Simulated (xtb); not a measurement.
C3H6BNO, SMILES CB(O)CC#N. All values are semi-empirical tight-binding results from xtb (GFN2-xTB unless named), good for trends rather than for accurate numbers. Geometry optimised at GFN2-xTB. This is a generated structure with no PubChem entry under its InChIKey; it may be hypothetical. The values are those of a single conformer.

```json
{
  "orbital_gap": "5.69 eV",
  "dipole_moment": "2.94 D",
  "zero_point_energy": "56.4 kcal/mol",
  "G − E(el) at 298.15 K (modified RRHO)": "36.5 kcal/mol",
  "static polarisability (D4 model)": "56.5 bohr³",
  "solvation energy, GFN2-xTB/ALPB(water)": "-8.4 kcal/mol",
  "solvation energy, GFN2-xTB/ALPB(acetonitrile)": "-8.6 kcal/mol"
}
```

Computed IR lines (harmonic; lines under 4 % of the strongest left out, lines within 3 cm⁻¹ merged):
ν (cm⁻¹): 645 (m), 771 (s), 867 (w), 891 (m), 933 (m), 1015 (w), 1123 (s), 1199 (vs), 1355 (vs), 1390 (w), 2395 (vs), 3023 (w), 3036 (w), 3062 (w), 3542 (w) (against the strongest line: vs over 80 %, s over 45 %, m over 15 %, w over 4 %, vw less)
